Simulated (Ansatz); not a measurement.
Consider the ligand exchange at the Si–O bond: `C[NH][AlH][O][SiH3]` + `CB(C)N` → `CB(C)N[SiH3]` + `C[NH][AlH][OH]`.

Calculated with Ansatz (gas phase, PBE0-D4/def2-TZVP geometries, no zero-point term in ΔE). CBS: MP2 limit from def2 TZ/QZ plus the TZ coupled-cluster correction, frozen cores. DFT in def2-TZVPP. B3LYP here is the variant with VWN-RPA as its local correlation; programs differ in this. One conformer a species, not always the lowest.

(1) Is it downhill or uphill in electronic energy at CCSD(T)/CBS, and by how much? (Best estimate.)

(2) What do these levels give: ωB97M-V, B2PLYP, PBE, r2SCAN, PBE0, B3LYP, HF/def2-TZVPP, MP2/def2-TZVPP, CCSD(T)/def2-TZVPP, HF/def2-QZVPP, MP2/def2-QZVPP, CCSD/CBS(def2)? (Estimate.)

Largest T1 diagnostic among the species: 0.011.

## Answers

(1) Computed: Uphill: ΔE = +0.76 eV.

(2) Ansatz gave: ωB97M-V 0.77, B2PLYP 0.82, PBE 0.73, r2SCAN 0.79, PBE0 0.76, B3LYP 0.84, HF/def2-TZVPP 0.95, MP2/def2-TZVPP 0.76, CCSD(T)/def2-TZVPP 0.77, HF/def2-QZVPP 0.96, MP2/def2-QZVPP 0.76, CCSD/CBS(def2) 0.79 eV.

The D4 term adds −0.04 eV with B3LYP and −0.02 eV with PBE0; it sums over pairs of atoms, weighted by their polarisabilities, and B3LYP, whose exchange is more repulsive, gets the larger term. From PBE to PBE0 (25 % exact exchange), in def2-TZVPP and without D4, ΔE moves by +0.03 eV. In def2-TZVPP, CCSD(T) changes the Hartree–Fock value by −0.17 eV (the triples alone add −0.03 eV) and MP2 by −0.18 eV.
